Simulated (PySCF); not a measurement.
Compound: C2H13NOSi3.
Geometry (PBE0-D3(BJ)/def2-SVP, Å), atoms numbered from 1 in this order:
```
atom  x, y, z in Å
C1    -2.0644    1.2279   -0.0789
N2    -1.1139    0.1645    0.1431
C3    -1.3923   -1.0352   -0.6067
Si4    0.3609    0.4312    1.0028
Si5    1.1845   -1.5997    1.8403
O6     1.5909    1.0787    0.0625
Si7    2.0364    1.0174   -1.5335
H8    -3.0920    0.9015    0.1685
H9    -2.0717    1.5718   -1.1319
H10   -1.8304    2.0966    0.5540
H11   -2.3901   -1.4418   -0.3561
H12   -0.6527   -1.8207   -0.3882
H13   -1.3726   -0.8620   -1.7007
H14    0.0811    1.4480    2.0554
H15    2.3272   -1.3419    2.7703
H16    0.1273   -2.3604    2.5779
H17    1.6858   -2.4591    0.7205
H18    3.4117    1.5752   -1.6638
H19    2.0269   -0.3943   -2.0318
H20    1.0976    1.8194   -2.3774
```

The computed photoelectron lines, unassigned: C 1s: 291.53 eV; N 1s: 404.32 eV; O 1s: 537.34 eV; Si 1s: 1846.00 (area 1), 1846.87 (area 1), 1847.24 (area 1) eV; Si 2p3/2: 106.30 (area 1), 106.85 (area 1), 107.31 (area 1) eV.

The calculation used PySCF 2.14.0, delta-SCF UKS SCAN, pcX-2 on the ionised atom, pcseg-1 elsewhere, spin-free X2C. The structure is a single PBE0-D3(BJ)/def2-SVP conformer in the gas phase; no vibrational or solvent corrections.

(1) Order the silicon atoms by Si 1s binding energy.

(2) Assign the Si 2p3/2 lines to atoms.

Answers

(1) 1846.00 eV: Si5 (SiH3 silicon); 1846.87 eV: Si4 (oxygen-bound silicon); 1847.24 eV: Si7 (oxygen-bound silicon). The listed Si 1s values span 1.24 eV, from Si5 (bonded to 3 H and Si) to Si7 (bonded to O and 3 H). Summing the Pauling electronegativity differences to the bonded atoms, each weighted by its formal bond order, gives +0.90 for the lowest site and +2.44 for the highest; the largest sum, +2.98, belongs to Si4, 0.37 eV below the top.

(2) 106.30 eV: Si5 (SiH3 silicon); 106.85 eV: Si4 (oxygen-bound silicon); 107.31 eV: Si7 (oxygen-bound silicon). The listed Si 2p3/2 values span 1.01 eV, from Si5 (bonded to 3 H and Si) to Si7 (bonded to O and 3 H). Summing the Pauling electronegativity differences to the bonded atoms, each weighted by its formal bond order, gives +0.90 for the lowest site and +2.44 for the highest; the largest sum, +2.98, belongs to Si4, 0.46 eV below the top.

Bonded neighbours of each site: C1/C3: N and 3 H; N2: 2 C and Si; Si4: O, N, H and Si; Si5: 3 H and Si; O6: 2 Si; Si7: O and 3 H.

Task: What is the Si 2p3/2 shift of Si4 against Si5?

Result: 106.85 − 106.30 = +0.55 eV, or +53 kJ/mol.

One atom of each set of topologically equivalent atoms was ionised and stands for the set; in this conformer not all members are related by symmetry, and their own values weren't computed. For 2p shells one spin-free hole was relaxed; a mean-field spin–orbit operator and the ground-state splitting of the three 2p orbitals were then diagonalised within the shell. The shell's mean is (2 × 2p3/2 + 2p1/2)/3, and the degeneracies 2j + 1 give areas of 2:1. 2p1/2 minus 2p3/2 (ligand field included): Si 0.62 eV.

On an Arm Neoverse N1 with one thread, shared host, this took 4.7 min wall and 0.73 GiB of memory at its peak.
